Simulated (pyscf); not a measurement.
Single points on ωB97X-D3(BJ)/def2-SVP structures (PySCF, gas phase). Correlated levels are frozen-core, on RHF or UHF. ΔMP2 is the change of the MP2 total energy from the triple- to the quadruple-zeta basis.

Question: PBE/def2-TZVP puts the barrier of •HN–NH–SiH₃ → H₂N–NH–SiH₂• (hydrogen shift; doublet surface; H–Si broken, H–N formed) at 38.4 kcal/mol and the reaction energy at +5.3 kcal/mol, from the reactant's lowest minimum found. What do r²SCAN/def2-TZVP, PBE0-D3(BJ)/def2-TZVP, CCSD(T)/def2-TZVPP + ΔMP2(QZVPP) give on the same structures?

Answer: r²SCAN: ΔE‡ = 41.7 kcal/mol, ΔE = +7.3 kcal/mol; PBE0-D3(BJ): ΔE‡ = 42.5 kcal/mol, ΔE = +5.6 kcal/mol; CCSD(T): ΔE‡ = 44.8 kcal/mol, ΔE = +6.7 kcal/mol. PBE's barrier lies under all of them, by 3.3 to 6.4 kcal/mol. Its reaction energy lies under all of them, by 0.3 to 2.1 kcal/mol. •HN–NH–SiH₃ lies 46.1 kcal/mol over its isomer H₂N–SiH•–NH₂ (electronic energy, ωB97M-D3(BJ)/def2-TZVP). H₂N–NH–SiH₂• lies 53.8 kcal/mol over its isomer H₂N–SiH•–NH₂ (electronic energy, ωB97M-D3(BJ)/def2-TZVP). This is the saddle that the search found; another between the same sides may lie lower. The CCSD(T) − MP2 part came from Ansatz, without density fitting, on the same reference.
